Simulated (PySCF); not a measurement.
# Electron correlation in Fe (iron, neutral)

[Ar] 3d5 4s2 5s1, 5s spin antiparallel (an excited configuration). All numbers are calculated (PySCF 2.14, scalar relativity by spin-free X2C-1e, in aug-cc-pwCVTZ-DK (10s9p7d4f3g, 127 functions)). Frozen: [Ar]; 8 electrons correlated.

MP2 pair energies summed by pair of shells (mhartree):

```tsv
pair	energy	share (%)
3d-3d	-74.43	53.2
3d-4s	-33.42	23.9
4s-4s	-25.70	18.4
4s-5s	-4.89	3.5
3d-5s	-1.48	1.1
```

Total MP2 correlation energy: -139.92 mhartree.

Same-spin part -90.78 and opposite-spin part -49.14 mhartree; SCS-MP2 scales them by 1/3 and 6/5 to -89.22 mhartree.
